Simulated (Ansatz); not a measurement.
Compare A (`C[SiH2][SiH2]O`) with its isomer B (`OC([SiH3])[SiH3]`).

Calculated with Ansatz (gas phase, PBE0-D4/def2-TZVP geometries, no zero-point term in ΔE). CCSD(T)/CBS is the MP2 limit (def2-TZVPP, def2-QZVPP) plus CCSD(T) − MP2 in def2-TZVPP, frozen cores. DFT in def2-TZVPP. Each species was taken in one conformer, which may not be the lowest.

Question: Which is lower in electronic energy at CCSD(T)/CBS, and by how much? (Estimate.)

Answer: Ansatz gave: A, by 48.5 kcal/mol.

Question: Give E(B) − E(A) in kcal/mol with PBE-D4, MP2/def2-TZVPP, r2SCAN-D4, HF/def2-TZVPP, LDA (SPW92), CCSD(T)/def2-SVP, ωB97M-V. (Best estimate.)

Answer: Computed: PBE-D4 47.5, MP2/def2-TZVPP 48.9, r2SCAN-D4 49.3, HF/def2-TZVPP 49.1, LDA (SPW92) 46.4, CCSD(T)/def2-SVP 41.6, ωB97M-V 46.7. None reverses the order clearly.

Question: Does the order hold for the free energy at 298.15 K (harmonic terms from PBE0-D4)? (Best estimate.)

Answer: Computed: Yes: G(B) − G(A) = +46.7 kcal/mol, for one conformer each. Modes under 60 cm⁻¹, often nearly free rotors, make the harmonic entropy too high.

Largest T1 diagnostic: 0.012.

At CCSD(T), def2-SVP lies −7.0 kcal/mol from the extrapolated value and def2-TZVPP −0.8 kcal/mol. The D4 term adds −0.8 kcal/mol with B3LYP and −0.4 kcal/mol with PBE0; it sums over pairs of atoms, weighted by their polarisabilities, and B3LYP, whose exchange is more repulsive, gets the larger term.

B3LYP here is the variant with VWN-RPA as its local correlation; programs differ in this.
